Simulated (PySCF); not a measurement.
**Peak assignment**

Geometry (Å), atoms numbered from 1 in this order:
```xyz
20

O    -0.8533   -1.4590    2.1470
C    -1.1389   -0.7564    1.2089
C    -2.5648   -0.4155    0.8270
C    -2.5815    0.4893   -0.3612
C    -1.4377    0.8587   -0.9292
Si    0.0396    0.1134   -0.0458
C     1.3069   -0.9388   -1.0110
C     2.6391   -0.3630   -0.5118
O     2.5163    1.0137   -0.2477
C     1.4307    1.2534    0.6309
H    -3.0664    0.0492    1.6810
H    -3.1095   -1.3417    0.6204
H    -3.5508    0.8135   -0.7166
H    -1.4236    1.5119   -1.7860
H     1.2596   -2.0088   -0.8279
H     1.2100   -0.7770   -2.0834
H     3.4364   -0.4586   -1.2510
H     2.9417   -0.8900    0.4057
H     1.2258    2.3214    0.5877
H     1.7151    0.9949    1.6599
```

Non-relativistic Hamiltonian, isolated molecule, one computed conformer. Shieldings: GIAO PBE0/pcSseg-1; coordinates at the GFN2-xTB level; PySCF 2.14.

References, each an isolated molecule treated in the same way: 13C (σref 186.93) and 1H (σref 31.72) vs TMS.

(1) Assign these signals to the numbered atoms. 13C{1H} NMR (computed): δ 257.3, 158.7, 137.6, 73.3, 60.9, 52.7, 17.7.

(2) Assign these signals to the numbered atoms. 1H NMR (600 MHz, computed): δ 7.54 (m, 1H), 6.72 (d, 1H), 4.50 (m, 1H), 3.96 (m, 1H), 3.36 (m, 1H), 3.22 (m, 1H), 2.89 (m, 1H), 2.83 (m, 1H), 1.23 (m, 1H), 0.97 (m, 1H).

## Answers

(1) 
| δ (ppm) | atoms | environment | reason |
| --- | --- | --- | --- |
| 257.3 | C2 | carbonyl carbon | – |
| 158.7 | C4 | alkene CH | as expected for a trigonal carbon in a double bond |
| 137.6 | C5 | alkene CH | – |
| 73.3 | C8 | sp3 CH2 bonded to O | the inductive effect lowers its shielding |
| 60.9 | C10 | sp3 CH2 bonded to O and Si | the inductive effect lowers its shielding |
| 52.7 | C3 | sp3 CH2 α to a carbonyl | α to the electron-withdrawing carbonyl group |
| 17.7 | C7 | sp3 CH2 bonded to Si | – |

(2) 
7.54 → H13, hydrogen on an alkene CH: olefinic region
6.72 → H14, hydrogen on an alkene CH
4.50 → H17, hydrogen on an sp3 CH2 bonded to O: its carbon carries O, an electronegative neighbour
3.96 → H19, hydrogen on an sp3 CH2 bonded to O and Si: its carbon carries O, hence the downfield position
3.36 → H18, hydrogen on an sp3 CH2 bonded to O: its carbon carries O, which withdraws density
3.22 → H20, hydrogen on an sp3 CH2 bonded to O and Si: its carbon carries O, hence the downfield position
2.89 → H12, hydrogen on an sp3 CH2 α to a carbonyl: α to C=O
2.83 → H11, hydrogen on an sp3 CH2 α to a carbonyl
1.23 → H16, hydrogen on an sp3 CH2 bonded to Si
0.97 → H15, hydrogen on an sp3 CH2 bonded to Si

H12 and H11 lie closer than the usual error of such a calculation, so a measured spectrum could show them in the other order.

Shifts are as computed. Against solution values, carbons near 30 ppm lie about +3 ppm off and those near 130 ppm about +5 ppm. Of 1309 compounds with measured shifts, 239 miss one by over three times the rms of a fit or turn the order of signals round; such compounds aren't used in these exercises. Multiplicities follow the n + 1 count of equivalent neighbours, as no J values were calculated; m marks all less simple cases, F and P coupling included.
